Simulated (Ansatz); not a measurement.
One geometry of CH8AlNSi, several functionals.

```yaml
crystal:
  periodic: [false, false, false]
  atoms:
    - {symbol: N, position_ang: [-1.346443, 0.784779, 0.060859]}
    - {symbol: C, position_ang: [-0.238291, 1.396948, 0.902402]}
    - {symbol: Al, position_ang: [-0.052231, -0.546336, 0.809052]}
    - {symbol: Si, position_ang: [1.345299, -1.427580, -0.998133]}
    - {symbol: H, position_ang: [-1.342228, 1.084104, -0.904060]}
    - {symbol: H, position_ang: [-2.271581, 0.915952, 0.445282]}
    - {symbol: H, position_ang: [-0.652128, 1.907933, 1.767868]}
    - {symbol: H, position_ang: [0.361321, 2.080898, 0.307922]}
    - {symbol: H, position_ang: [-0.751073, -1.416809, 1.940739]}
    - {symbol: H, position_ang: [1.438281, -0.439014, -2.118739]}
    - {symbol: H, position_ang: [0.835637, -2.693467, -1.604813]}
    - {symbol: H, position_ang: [2.750537, -1.702507, -0.574381]}
basis:
  gaussian: {orbitals: def2-TZVPP}
hamiltonian: {xc: {name: B97M-V}}
output: {orbitals: {seedname: orbitals}}
```

```sh
$ ansatz run in.yaml --threads 4 --pin off --events-out ev --progress --plain
```

Shortened log:

```
Functional definition: B97M-V
1364 factors; their error is unknown
mean field evaluation 1: about -17120.4066 eV, gradient 6.2e1 eV
mean field evaluation 2: about -17098.3614 eV, gradient 1.1e2 eV
mean field evaluation 4: about -17129.4100 eV, gradient 5.0e0 eV
mean field evaluation 8: about -17129.4892 eV, gradient 2.3e-1 eV
mean field evaluation 16: about -17129.4570 eV, gradient 3.8e-4 eV
mean field -17129.45698532 eV, -629.4959334477 hartree, gradient 3.5e-5 eV, S^2 0.000000; 0 other end points of the search recorded, 0 dependent functions left out
reference -17129.45706172 eV, -629.4959362552 hartree; 24, 24 occupied and 234, 234 virtual orbitals, 1364 factors
Total energy: -17129.45706172 eV, -629.4959362552 hartree
```

It took 11 s on 4 threads of a server CPU on a shared host, with 0.42 GiB of host memory at the peak.

With the line `hamiltonian: {xc: {name: LC-wPBE}}` (abridged; 3.1 s):

```
Functional definition: LC-wPBE
mean field evaluation 16: about -17127.0356 eV, gradient 3.6e-5 eV
mean field -17127.03561296 eV, -629.4069496548 hartree, gradient 3.6e-5 eV, S^2 0.000000
Total energy: -17127.03561297 eV, -629.4069496551 hartree
```

The same input with `hamiltonian: {xc: pbe0, dispersion: d4}` (abridged; 4 s):

```
Functional definition: PBE0
mean field evaluation 16: about -17123.5915 eV, gradient 7.8e-5 eV
mean field -17123.59153301 eV, -629.2803820508 hartree, gradient 7.8e-5 eV, S^2 0.000000
Total energy: -17123.78952607 eV, -629.2876581618 hartree
```

With the line `hamiltonian: {xc: {name: B3LYP}, dispersion: d4}` and forces (abridged; 6.5 s):

```
Functional definition: B3LYP
mean field evaluation 16: about -17134.6592 eV, gradient 2.5e-5 eV
mean field -17134.65917278 eV, -629.6871103105 hartree, gradient 2.5e-5 eV, S^2 0.000000
Total energy: -17135.03320100 eV, -629.7008555941 hartree
Atom 0 force    -0.236570    -0.078017    -0.173655 eV/Å
Atom 1 force     0.242052     0.221967     0.197403 eV/Å
Atom 2 force     0.004585    -0.147582     0.101888 eV/Å
Atom 3 force     0.055518    -0.038591    -0.063677 eV/Å
Atom 4 force    -0.036672     0.005088    -0.007034 eV/Å
Atom 5 force    -0.020678     0.009897    -0.031545 eV/Å
Atom 6 force     0.029343    -0.018863    -0.057701 eV/Å
Atom 7 force    -0.039859    -0.032869     0.045139 eV/Å
Atom 8 force     0.049913     0.051245    -0.071629 eV/Å
Atom 9 force    -0.006307    -0.049299     0.058111 eV/Å
Atom 10 force     0.029942     0.064612     0.029584 eV/Å
Atom 11 force    -0.071266     0.012412    -0.026883 eV/Å
Dipole moment:    -0.523533     0.564116    -0.073767 e Å
```

With the line `hamiltonian: {xc: hse06, dispersion: d4}` (abridged; 5.5 s):

```
Functional definition: HSE06
mean field evaluation 16: about -17123.0814 eV, gradient 1.8e-5 eV
mean field -17123.08141613 eV, -629.2616356014 hartree, gradient 1.8e-5 eV, S^2 0.000000
Total energy: -17123.26720330 eV, -629.2684631540 hartree
```

The same input with `hamiltonian: {xc: {name: PBE-QIDH}}` (abridged; 6.5 s):

```
Functional definition: PBE-QIDH
mean field evaluation 16: about -17112.2920 eV, gradient 5.5e-5 eV
mean field -17112.29204639 eV, -628.8651335767 hartree, gradient 3.2e-6 eV, S^2 0.000000
12 core orbitals not correlated: weight in the atoms' cores, before any rotation towards them, 1.000 or more for the frozen orbitals, at most 0.000 for the correlated occupied ones
second order -18.59940609 eV of doubles, -0.00000000 eV of singles
Total energy: -17118.49186409 eV, -629.0929726749 hartree
```

B3LYP takes the VWN-RPA correlation (the form of Gaussian; ORCA's B3LYP/G).

HSE06 is the plane-wave form, built on full-range PBE exchange.
